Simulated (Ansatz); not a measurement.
Basis-set series for C₂H₁₀AsGa (`[CH3][GaH-]([CH3])[AsH3+]`). The species carries charge 0 and has multiplicity 1. Geometry: relaxed with PBE0-D4/def2-TZVP.

```json
{"functional": "PBE0-D4", "basis": "def2-TZVPP", "functions": "298", "energy (Eh)": "-4242.35173", "HOMO (eV)": "-7.20", "LUMO (eV)": "-0.08"}
{"functional": "PBE0-D4", "basis": "def2-QZVPP", "functions": "592", "energy (Eh)": "-4242.44834", "HOMO (eV)": "-7.21", "LUMO (eV)": "-0.24"}
{"functional": "ωB97M-V", "basis": "def2-TZVPP", "functions": "298", "energy (Eh)": "-4242.67088", "HOMO (eV)": "-9.44", "LUMO (eV)": "1.65"}
{"functional": "ωB97M-V", "basis": "def2-QZVPP", "functions": "592", "energy (Eh)": "-4242.76526", "HOMO (eV)": "-9.45", "LUMO (eV)": "1.11"}
```

Problem. Give the rows for def2-SVP. (An estimate is asked.)

Solution. Ansatz gave: 
```tsv
functional	basis	functions	energy (Eh)	HOMO (eV)	LUMO (eV)
PBE0-D4	def2-SVP	142	-4241.73628	-7.14	0.09
ωB97M-V	def2-SVP	142	-4242.04923	-9.36	1.99
```

Positive LUMOs are unbound and depend on the basis. Scalar relativity is left out up to krypton.
